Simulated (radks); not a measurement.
The numbers below are computed, except where a source is named.
Task: The mean radii <r> (bohr) of the occupied orbitals of an atom or ion are listed with their occupations. Level of theory: scalar-relativistic Kohn-Sham, BLYP, spin-polarised, spherical densities, finite nucleus; Fermi nuclear charge, rms radius of each element as measured or else 0.836 A^(1/3) + 0.57 fm (a radial shooting solver on a logarithmic mesh with Libxc functionals).

| orbital | occ. | <r> |
|---|---|---|
| 1s up | 1 | 0.01867 |
| 1s down | 1 | 0.01867 |
| 2s up | 1 | 0.07892 |
| 2s down | 1 | 0.07892 |
| 2p up | 3 | 0.07052 |
| 2p down | 3 | 0.07052 |
| 3s up | 1 | 0.2028 |
| 3s down | 1 | 0.2028 |
| 3p up | 3 | 0.2022 |
| 3p down | 3 | 0.2022 |
| 3d up | 5 | 0.1825 |
| 3d down | 5 | 0.1825 |
| 4s up | 1 | 0.4145 |
| 4s down | 1 | 0.4145 |
| 4p up | 3 | 0.4268 |
| 4p down | 3 | 0.4268 |
| 4d up | 1 | 0.4263 |

Name the element and its charge. Open shells, if any, are filled with parallel spins first.

Result: Z = 73, tantalum, charge +36: Ta36+ in [Kr] 4d1. The 1s radius gives Z: for a bare nucleus <r> = (2 gamma + 1)/(2Z) with gamma = sqrt(1 - (Z/c)^2), 0.01844 bohr for Z = 73, and screening makes it slightly larger (0.01867 here). The occupations add up to 37, and the charge is Z minus that.
